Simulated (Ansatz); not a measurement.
Reaction (ligand exchange at a B–C bond): `COB(O)C(C)C` + HBr → `COB(O)Br` + `CCC`

Gas-phase electronic energies from Ansatz, PBE0-D4/def2-TZVP geometries. CBS: MP2 limit from def2 TZ/QZ plus the TZ coupled-cluster correction, frozen cores. DFT in def2-TZVPP. B3LYP here is the variant with VWN-RPA as its local correlation; programs differ in this. HSE06 is defined as in plane-wave codes. For Br outer-core shells are correlated without core-valence functions, which leaves a few kJ/mol of doubt a bond. Scalar relativity is left out up to krypton. One conformer a species, not always the lowest.

```json
{"level": "LDA (SPW92)", "ΔE (kJ/mol)": "-77.2", "difference from CCSD(T)/CBS": "6.4"}
{"level": "PBE-D4", "ΔE (kJ/mol)": "-84.4", "difference from CCSD(T)/CBS": "-0.8"}
{"level": "revPBE-D4", "ΔE (kJ/mol)": "-82.7", "difference from CCSD(T)/CBS": "0.9"}
{"level": "BLYP-D4", "ΔE (kJ/mol)": "-83.0", "difference from CCSD(T)/CBS": "0.6"}
{"level": "r2SCAN-D4", "ΔE (kJ/mol)": "-88.2", "difference from CCSD(T)/CBS": "-4.6"}
{"level": "B97M-V", "ΔE (kJ/mol)": "-85.1", "difference from CCSD(T)/CBS": "-1.5"}
{"level": "PBE0-D4", "ΔE (kJ/mol)": "-85.1", "difference from CCSD(T)/CBS": "-1.5"}
{"level": "r2SCANh-D4", "ΔE (kJ/mol)": "-88.2", "difference from CCSD(T)/CBS": "-4.6"}
{"level": "r2SCAN0-D4", "ΔE (kJ/mol)": "-88.1", "difference from CCSD(T)/CBS": "-4.5"}
{"level": "HSE06-D4", "ΔE (kJ/mol)": "-85.6", "difference from CCSD(T)/CBS": "-2.0"}
{"level": "BHLYP-D4", "ΔE (kJ/mol)": "-86.1", "difference from CCSD(T)/CBS": "-2.5"}
{"level": "CAM-B3LYP-D4", "ΔE (kJ/mol)": "-81.1", "difference from CCSD(T)/CBS": "2.5"}
{"level": "ωB97M-V", "ΔE (kJ/mol)": "-82.4", "difference from CCSD(T)/CBS": "1.2"}
{"level": "B2PLYP", "ΔE (kJ/mol)": "-89.3", "difference from CCSD(T)/CBS": "-5.7"}
{"level": "PBE-QIDH", "ΔE (kJ/mol)": "-88.5", "difference from CCSD(T)/CBS": "-4.9"}
{"level": "PBE", "ΔE (kJ/mol)": "-89.8", "difference from CCSD(T)/CBS": "-6.2"}
{"level": "revPBE", "ΔE (kJ/mol)": "-95.3", "difference from CCSD(T)/CBS": "-11.7"}
{"level": "BLYP", "ΔE (kJ/mol)": "-92.7", "difference from CCSD(T)/CBS": "-9.1"}
{"level": "r2SCAN", "ΔE (kJ/mol)": "-90.6", "difference from CCSD(T)/CBS": "-7.0"}
{"level": "PBE0", "ΔE (kJ/mol)": "-90.1", "difference from CCSD(T)/CBS": "-6.5"}
{"level": "B3LYP", "ΔE (kJ/mol)": "-91.5", "difference from CCSD(T)/CBS": "-7.9"}
{"level": "r2SCANh", "ΔE (kJ/mol)": "-90.6", "difference from CCSD(T)/CBS": "-7.0"}
{"level": "r2SCAN0", "ΔE (kJ/mol)": "-90.6", "difference from CCSD(T)/CBS": "-7.0"}
{"level": "HSE06", "ΔE (kJ/mol)": "-90.3", "difference from CCSD(T)/CBS": "-6.7"}
{"level": "BHLYP", "ΔE (kJ/mol)": "-90.8", "difference from CCSD(T)/CBS": "-7.2"}
{"level": "LC-ωPBE", "ΔE (kJ/mol)": "-85.9", "difference from CCSD(T)/CBS": "-2.3"}
{"level": "RPA@PBE/def2-TZVPP", "ΔE (kJ/mol)": "-77.8", "difference from CCSD(T)/CBS": "5.8"}
{"level": "HF/def2-SVP", "ΔE (kJ/mol)": "-92.7", "difference from CCSD(T)/CBS": "-9.1"}
{"level": "MP2/def2-SVP", "ΔE (kJ/mol)": "-83.7", "difference from CCSD(T)/CBS": "-0.1"}
{"level": "CCSD(T)/def2-SVP", "ΔE (kJ/mol)": "-77.1", "difference from CCSD(T)/CBS": "6.5"}
{"level": "HF/def2-TZVPP", "ΔE (kJ/mol)": "-97.8", "difference from CCSD(T)/CBS": "-14.2"}
{"level": "MP2/def2-TZVPP", "ΔE (kJ/mol)": "-86.6", "difference from CCSD(T)/CBS": "-3.0"}
{"level": "SCS-MP2/def2-TZVPP", "ΔE (kJ/mol)": "-86.9", "difference from CCSD(T)/CBS": "-3.3"}
{"level": "CCSD/def2-TZVPP", "ΔE (kJ/mol)": "-81.7", "difference from CCSD(T)/CBS": "1.9"}
{"level": "CCSD(T)/def2-TZVPP", "ΔE (kJ/mol)": "-80.6", "difference from CCSD(T)/CBS": "3.0"}
{"level": "MP2/def2-QZVPP", "ΔE (kJ/mol)": "-88.2", "difference from CCSD(T)/CBS": "-4.6"}
{"level": "SCS-MP2/def2-QZVPP", "ΔE (kJ/mol)": "-88.3", "difference from CCSD(T)/CBS": "-4.7"}
{"level": "HF/CBS(def2)", "ΔE (kJ/mol)": "-97.3", "difference from CCSD(T)/CBS": "-13.7"}
{"level": "MP2/CBS(def2)", "ΔE (kJ/mol)": "-89.6", "difference from CCSD(T)/CBS": "-6.0"}
{"level": "CCSD/CBS(def2)", "ΔE (kJ/mol)": "-84.7", "difference from CCSD(T)/CBS": "-1.1"}
{"level": "CCSD(T)/CBS", "ΔE (kJ/mol)": "-83.6", "difference from CCSD(T)/CBS": "0"}
```

Largest T1 diagnostic among the species: 0.011.

At CCSD(T), def2-SVP lies +6.5 kJ/mol from the extrapolated value and def2-TZVPP +3.0 kJ/mol. The D4 term adds +7.5 kJ/mol with B3LYP and +5.0 kJ/mol with PBE0; it sums over pairs of atoms, weighted by their polarisabilities, and B3LYP, whose exchange is more repulsive, gets the larger term.
